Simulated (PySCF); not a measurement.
C2H9BN2O, SMILES OB(N)N(C)C. Geometry: ωB97X-D3(BJ)/def2-SVP. The values are those of a single conformer.

Calculation: PySCF 2.14.0 with ωB97X-D3(BJ)/def2-SVP.

Harmonic wavenumbers (cm⁻¹): 101, 112, 189, 225, 276, 318, 367, 414, 430, 472, 495, 649, 721, 898, 984, 1056, 1095, 1127, 1177, 1251, 1294, 1405, 1451, 1458, 1469, 1483, 1485, 1495, 1552, 1605, 3005, 3013, 3067, 3075, 3154, 3170, 3664, 3771, 3954. Rotational constants (GHz): 4.744, 3.068, 1.936; symmetry number 1.

### Question
Work out the zero-point energy and the ideal-gas rigid-rotor harmonic-oscillator thermochemistry at 298.15 K and 1 atm.

### Answer
ZPE = ½ Σ hcν = ½ × 56926 cm⁻¹ = 340.49 kJ/mol. H − E(el) = 364.30 kJ/mol. Entropy in J/(mol K): translation 164.57, rotation 112.28, vibration 80.68, total 357.54. G − E(el) = 257.70 kJ/mol. Cp = 127.81 J/(mol K). Modes under 150 cm⁻¹ make the vibrational entropy uncertain.
